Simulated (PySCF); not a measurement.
CaO: frontier orbitals

TPSSh at R = 1.820 Å; basis Ca def2-SVPD, O def2-SVPD; no relativity; PySCF 2.14. State: ¹Σ⁺ (singlet), closed shell. Only the outer orbitals are listed, counted within each symmetry.

```
orbital  occ.  ε (eV)  on Ca (%)   main shells (%)
     5σ     2  -45.45         96           96 Ca s
     6σ     2  -26.49         92           92 Ca p
     2π     2  -26.18        100          100 Ca p
     2π     2  -26.18        100          100 Ca p
     7σ     2  -18.22          9            92 O s
     3π     2   -4.37         13   87 O p, 12 Ca d
     3π     2   -4.37         13   87 O p, 12 Ca d
     8σ     2   -4.15         21   76 O p, 14 Ca d
     9σ     0   -2.10        106  89 Ca s, 14 Ca p
     4π     0   -0.39        101  87 Ca p, 14 Ca d
     4π     0   -0.39        101  87 Ca p, 14 Ca d
```

Task: Which are the highest filled and the lowest empty level, where do they sit, and how wide is the gap?

Result: Highest filled 8σ at -4.15 eV (in %: 76 O p, 14 Ca d); lowest empty 9σ at -2.10 eV (in %: 89 Ca s, 14 Ca p); the gap at TPSSh is 2.05 eV.

```
bond order (Mayer)                              : 1.55
⟨S²⟩                                            : 0.000
charge on Ca (Mulliken, basis-dependent)        : 1.12
charge on Ca (Löwdin, basis-dependent)          : 1.14
dipole moment (positive dipole means Ca(−)O(+)) : -8.74 D
```

Shares are Mulliken populations and can fall outside 0 to 100 %.
